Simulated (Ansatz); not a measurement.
Stepwise reaction of `[OH][In]([SH])[SH]` with ammonia, as a gas-phase model of exchange steps in deposition or etching. ΔE in kJ/mol; ΔG adds harmonic PBE0-D4 terms to CCSD(T)/CBS, at 1 bar.

Computed with Ansatz on PBE0-D4/def2-TZVP structures; ΔE is electronic, products minus reactants. CCSD(T)/CBS is the MP2 limit (def2-TZVPP, def2-QZVPP) plus CCSD(T) − MP2 in def2-TZVPP, frozen cores. This one scheme is used for every species. DFT in def2-TZVPP. B3LYP here is the variant with VWN-RPA as its local correlation; programs differ in this. def2 core potentials past Kr. For In outer-core shells are correlated without core-valence functions, which leaves a few kJ/mol of doubt a bond. Each species was taken in one conformer, which may not be the lowest.

```tsv
step	reaction	PBE-D4	B3LYP-D4	ωB97M-V	CCSD(T)/CBS	ΔG(400 K)
1	`[OH][In]([SH])[SH]` + NH₃ → `[NH2][In]([OH])[SH]` + H₂S	87.3	86.0	84.7	82.4	71.3
2	`[NH2][In]([OH])[SH]` + NH₃ → `[NH2][In]([NH2])[OH]` + H₂S	90.4	88.7	87.9	84.9	73.8
```

By hand: ΔE of the 2 steps together at CCSD(T)/CBS.

(82.4) + (84.9) = 167.3 kJ/mol, or 83.7 kJ/mol a step.

In ΔE the steps differ by no more than 2.5 kJ/mol. All are uphill at CCSD(T)/CBS. ΔG lies between 71.3 and 73.8 kJ/mol a step. PBE-D4 differs from CCSD(T)/CBS by 4.9 to 5.5 kJ/mol a step. Isolated molecules leave out the surface, adducts and barriers. Largest T1 diagnostic: 0.015.
